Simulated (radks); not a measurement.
Excited configurations of In I: one electron is placed in a higher orbital outside [Kr] 4d10 5s2. The ground configuration is [Kr] 4d10 5s2 5p1. Calculated with a radial shooting solver on a logarithmic mesh with Libxc functionals: scalar-relativistic Kohn-Sham, r2SCAN, spin-polarised, spherical densities, finite nucleus; open shells are filled with parallel spins first (spin-orbit coupling, left out, can overturn this in heavy ions); meta-GGA in the generalised Kohn-Sham scheme; Fermi nuclear charge, rms radius 4.6156 fm. Excitation = E - E(ground); binding = E(ion) - E, where the ion is the core of charge +1; n* = 1/sqrt(2 binding) in atomic units, and the quantum defect is n - n*.

| outer orbital | excitation (eV) | binding (eV) | n* | quantum defect | <r> (bohr) |
|---|---|---|---|---|---|
| 5d | 3.920 | 1.568 | 2.946 | 2.054 | 9.853 |
| 5f | 4.890 | 0.598 | 4.770 | 0.230 | 30.78 |
| 6p | 3.548 | 1.939 | 2.649 | 3.351 | 10.17 |
| 6f | 5.061 | 0.427 | 5.647 | 0.353 | 46.12 |
| 7d | 4.858 | 0.629 | 4.649 | 2.351 | 31.37 |

The Delta-SCF ionisation energy is 5.487 eV (NIST Atomic Spectra Database: 5.786 eV, measured). Self-interaction in the functional shifts the binding energies and quantum defects, so they are the method's values and not measured ones. Open shells are spherical and high-spin; term and fine-structure splittings are not resolved. Spin-orbit splitting is averaged out at the scalar-relativistic level.
